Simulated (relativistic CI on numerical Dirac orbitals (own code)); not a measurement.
d8 in a ligand field

Computed with a parametric ligand-field model of a d^n configuration (Racah B and C, spin-orbit zeta, crystal field), exact diagonalisation.

Field parameters in Wybourne normalisation: D3d B²₀ = −7Dσ, B⁴₀ = −14Dq − 21Dτ, B⁴₃ = −14√(10/7) Dq; D4h B²₀ = −7Ds, B⁴₀ = 21(Dq − Dt), B⁴₄ = 21√(5/14) Dq; Oh B⁴₀ = 21Dq, B⁴₄ = √(5/14) B⁴₀. The field is a parameter set, without covalency.

Question: Ground term and bands for B = 400, C = 2040, ζ = 0 cm⁻¹, Oh, 10Dq = 6000 cm⁻¹?

Answer: Ground term 3A2 with 2.00 electrons in the two orbitals of the cubic e set. Spin-allowed: 3T2 6000 cm⁻¹ (1667 nm), 3T1 9317 cm⁻¹ (1073 nm), 3T1 14683 cm⁻¹ (681 nm). Lowest spin-forbidden: 1E 7127 cm⁻¹ (1403 nm), 1A1 11809 cm⁻¹ (847 nm), 1T2 12993 cm⁻¹ (770 nm). With an A2 ground term the first spin-allowed band lies at |10Dq| itself.

Question: Ground term and bands for B = 320, C = 1530, ζ = 0 cm⁻¹, Oh, 10Dq = 5000 cm⁻¹?

Answer: Ground term 3A2 with 2.00 electrons in the two orbitals of the cubic e set. Spin-allowed: 3T2 5000 cm⁻¹ (2000 nm), 3T1 7707 cm⁻¹ (1298 nm), 3T1 12093 cm⁻¹ (827 nm). Lowest spin-forbidden: 1E 5502 cm⁻¹ (1817 nm), 1A1 9245 cm⁻¹ (1082 nm), 1T2 10398 cm⁻¹ (962 nm). With an A2 ground term the first spin-allowed band lies at |10Dq| itself.

Question: Ground term and bands for B = 460, C = 1670, ζ = 0 cm⁻¹, D3d, 10Dq = 10050, Dσ = -740, Dτ = 240 cm⁻¹?

Answer: Ground term 3A2 with 2.02 electrons in the two orbitals of the cubic e set. Spin-allowed: 3E 11095 cm⁻¹ (901 nm), 3A1 11515 cm⁻¹ (868 nm), 3A2 14693 cm⁻¹ (681 nm), 3E 16357 cm⁻¹ (611 nm). Lowest spin-forbidden: 1E 6839 cm⁻¹ (1462 nm), 1A1 12301 cm⁻¹ (813 nm), 1E 17708 cm⁻¹ (565 nm).

Question: Ground term and bands for B = 1020, C = 4960, ζ = 0 cm⁻¹, D4h, 10Dq = 21150, Ds = 3000, Dt = 500 cm⁻¹?

Answer: Ground term 3B1 with 2.00 electrons in the two orbitals of the cubic e set. Spin-allowed: 3E 14786 cm⁻¹ (676 nm), 3A2 17471 cm⁻¹ (572 nm), 3B2 21150 cm⁻¹ (473 nm), 3E 31946 cm⁻¹ (313 nm). Lowest spin-forbidden: 1A1 8841 cm⁻¹ (1131 nm), 1B1 17784 cm⁻¹ (562 nm), 1A2 28810 cm⁻¹ (347 nm).

Question: Ground term and bands for B = 970, C = 4540, ζ = 0 cm⁻¹, Oh, 10Dq = 7250 cm⁻¹?

Answer: Ground term 3A2 with 2.00 electrons in the two orbitals of the cubic e set. Spin-allowed: 3T2 7250 cm⁻¹ (1379 nm), 3T1 12283 cm⁻¹ (814 nm), 3T1 24017 cm⁻¹ (416 nm). Lowest spin-forbidden: 1E 16142 cm⁻¹ (620 nm), 1T2 22891 cm⁻¹ (437 nm), 1A1 25144 cm⁻¹ (398 nm). With an A2 ground term the first spin-allowed band lies at |10Dq| itself.
